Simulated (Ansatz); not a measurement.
Ti(NH2)F3 (TiNF₃H₂). Charge 0, multiplicity 1. Geometry PBE0-D4/def2-SVP; atoms count from 1.

```xyz
7

Ti    0.284   -0.409    0.516
N    -0.487    0.625   -0.797
H    -0.815    0.276   -1.694
H    -0.603    1.634   -0.736
F    -0.248   -2.045    0.274
F    -0.154    0.262    2.058
F     2.023   -0.344    0.380
```

Estimate the Mulliken populations from the PBE0/def2-TZVP orbitals of Ansatz.


| atom | charge (e) | d electrons |
| --- | --- | --- |
| Ti1 | 1.60 | 1.96 |
| N2 | -0.80 | – |
| H3 | 0.27 | – |
| H4 | 0.26 | – |
| F5 | -0.44 | – |
| F6 | -0.44 | – |
| F7 | -0.45 | – |
Mulliken values and Mayer orders depend strongly on the basis.

And the Mayer bond orders between bonded heavy atoms (over 0.3)?

Ti1–N2 1.10 (1.84 Å); Ti1–F5 0.94 (1.74 Å); Ti1–F6 0.94 (1.74 Å); Ti1–F7 0.92 (1.75 Å).
